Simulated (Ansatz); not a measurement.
C₆H₅F₃Hf (`[F][Hf]([F])([F])[c]1ccccc1`) at its PBE0-D4/def2-TZVP geometry, where that method's forces vanish. The species carries charge 0 and has multiplicity 1. Hf: def2 effective core potential.

| atom | x (Å) | y (Å) | z (Å) |
| --- | --- | --- | --- |
| F1 | 2.870 | 0.020 | -2.357 |
| Hf2 | 2.523 | 0.751 | -0.635 |
| F3 | 3.671 | 0.047 | 0.708 |
| F4 | 2.561 | 2.653 | -0.620 |
| C5 | 0.476 | 0.140 | -0.124 |
| C6 | -0.110 | 0.522 | 1.090 |
| C7 | -1.401 | 0.140 | 1.420 |
| C8 | -2.138 | -0.637 | 0.538 |
| C9 | -1.583 | -1.030 | -0.671 |
| C10 | -0.291 | -0.644 | -0.997 |
| H11 | 0.443 | 1.131 | 1.801 |
| H12 | -1.834 | 0.447 | 2.365 |
| H13 | -3.148 | -0.937 | 0.793 |
| H14 | -2.159 | -1.637 | -1.361 |
| H15 | 0.121 | -0.965 | -1.950 |

Problem. For each bond, give half the difference of the two atoms' forces along it (eV/Å; positive pushes the atoms apart) under PBE-D4, r2SCAN-D4, B3LYP-D4, ωB97M-V in def2-TZVPP. (Best estimate.)

Solution. Computed: 
```json
{"bond": "F1–Hf2", "length (Å)": "1.903", "PBE-D4": "0.17", "r2SCAN-D4": "0.04", "B3LYP-D4": "0.13", "ωB97M-V": "0.06"}
{"bond": "Hf2–F3", "length (Å)": "1.902", "PBE-D4": "0.18", "r2SCAN-D4": "0.04", "B3LYP-D4": "0.14", "ωB97M-V": "0.04"}
{"bond": "Hf2–C5", "length (Å)": "2.197", "PBE-D4": "-0.18", "r2SCAN-D4": "-0.06", "B3LYP-D4": "-0.01", "ωB97M-V": "0.04"}
{"bond": "C5–C6", "length (Å)": "1.401", "PBE-D4": "0.12", "r2SCAN-D4": "0.09", "B3LYP-D4": "0.07", "ωB97M-V": "0.01"}
{"bond": "C5–C10", "length (Å)": "1.401", "PBE-D4": "0.13", "r2SCAN-D4": "0.09", "B3LYP-D4": "0.07", "ωB97M-V": "0.00"}
{"bond": "C6–C7", "length (Å)": "1.386", "PBE-D4": "0.13", "r2SCAN-D4": "0.09", "B3LYP-D4": "0.09", "ωB97M-V": "0.04"}
{"bond": "C6–H11", "length (Å)": "1.088", "PBE-D4": "0.00", "r2SCAN-D4": "-0.08", "B3LYP-D4": "-0.14", "ωB97M-V": "-0.06"}
{"bond": "C7–C8", "length (Å)": "1.388", "PBE-D4": "0.11", "r2SCAN-D4": "0.09", "B3LYP-D4": "0.11", "ωB97M-V": "0.05"}
{"bond": "C7–H12", "length (Å)": "1.084", "PBE-D4": "0.01", "r2SCAN-D4": "-0.09", "B3LYP-D4": "-0.14", "ωB97M-V": "-0.10"}
{"bond": "C8–C9", "length (Å)": "1.387", "PBE-D4": "0.11", "r2SCAN-D4": "0.09", "B3LYP-D4": "0.11", "ωB97M-V": "0.04"}
{"bond": "C8–H13", "length (Å)": "1.084", "PBE-D4": "0.00", "r2SCAN-D4": "-0.09", "B3LYP-D4": "-0.15", "ωB97M-V": "-0.09"}
{"bond": "C9–C10", "length (Å)": "1.387", "PBE-D4": "0.12", "r2SCAN-D4": "0.08", "B3LYP-D4": "0.09", "ωB97M-V": "0.05"}
{"bond": "C9–H14", "length (Å)": "1.084", "PBE-D4": "0.01", "r2SCAN-D4": "-0.09", "B3LYP-D4": "-0.14", "ωB97M-V": "-0.10"}
{"bond": "C10–H15", "length (Å)": "1.087", "PBE-D4": "0.00", "r2SCAN-D4": "-0.08", "B3LYP-D4": "-0.15", "ωB97M-V": "-0.07"}
```

B3LYP here is the variant with VWN-RPA as its local correlation; programs differ in this.
